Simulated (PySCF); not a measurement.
Species: C8H10Si.
Cartesian coordinates in Å at the PBE0-D3(BJ)/def2-SVP level; atoms count from 1:
```
atom  x, y, z in Å
C1     5.286   -1.489   -1.547
C2     4.014   -0.992   -1.063
C3     2.945   -0.572   -0.654
C4     1.744   -0.104   -0.197
C5     0.667    0.313    0.208
C6    -0.561    0.805    0.707
C7    -1.682    0.941   -0.031
C8    -2.989    1.416    0.494
Si9   -4.205   -0.022    0.756
H10    5.143   -2.228   -2.352
H11    5.907   -0.672   -1.948
H12    5.854   -1.978   -0.740
H13   -0.579    1.092    1.767
H14   -1.645    0.647   -1.086
H15   -3.466    2.119   -0.211
H16   -2.872    1.938    1.457
H17   -3.665   -0.958    1.787
H18   -5.526    0.509    1.213
H19   -4.398   -0.766   -0.526
```

The closed-shell ground state was solved at several levels (PySCF, density fitting, gas phase, non-relativistic).

| level | basis functions | HOMO (eV) | LUMO (eV) | gap (eV) | dipole (D) |
| --- | --- | --- | --- | --- | --- |
| PBE0/pcSseg-1 | 210 | -6.24 | -1.30 | 4.94 | 0.43 |
| wB97X-D/def2-SVPD | 264 | -7.87 | 0.34 | 8.21 | 0.47 |

Task: Estimate the row for wB97X-D/pcSseg-1, a basis of 210 functions; the other rows only guide the guess.

Result: HOMO -7.91 eV, LUMO 0.34 eV, gap 8.25 eV, dipole 0.43 D.

Task: Over all these levels, which gives the widest orbital gap and which the narrowest?

Result: wB97X-D/pcSseg-1 (range-separated hybrid) has the widest, 8.25 eV, and PBE0/pcSseg-1 (global hybrid, 25 % exact exchange) the narrowest, 4.94 eV. The two share the basis. From the narrowest to the widest the HOMO moves by -1.67 eV and the LUMO by +1.64 eV.

Task: How far do the dipole and the HOMO energy spread over the levels?

Result: The dipole runs from 0.43 to 0.47 D (mean 0.44 D) and the HOMO from -7.91 to -6.24 eV.

One conformer stands for the species.
